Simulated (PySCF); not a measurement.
Polarisability and C₆ of Ru (ruthenium, neutral)

[Kr] 4d8, high-spin 3F determinant (an excited configuration). Calculation: PySCF 2.14, in def2-QZVPPD with the def2 core potential (28 electrons) (7s5p4d4f2g, 88 functions); scalar relativity through the core potential. Coupled (time-dependent) response in atomic units; α is the mean over directions.

```tsv
method	mean α (bohr³)	C₆ (like pair)	S(−4)
UHF	31.10	228.8	884.4
PBE	42.95	327.6	2204
PBE0	38.46	292.1	1526
```

S(−4) is the Cauchy moment in α(ω) = α(0) + S(−4) ω² + …

Spin-orbit coupling is absent.

α(iu) at PBE:

```tsv
u (hartree)	α(iu) (bohr³)
0	42.95
0.0500	38.52
0.100	31.43
0.200	22.14
0.300	17.02
0.500	11.29
0.750	7.585
1.00	5.526
1.50	3.362
2.00	2.267
3.00	1.225
5.00	0.5149
```

A single London oscillator, α(iu) = α/(1 + u²/ω²), gives C₆ = (3/4) ω α². Matching the computed C₆ needs ω = 4 × 327.6 / (3 × 42.95²) = 0.237 hartree.

Energies and moments cover only the electrons outside the core potential.
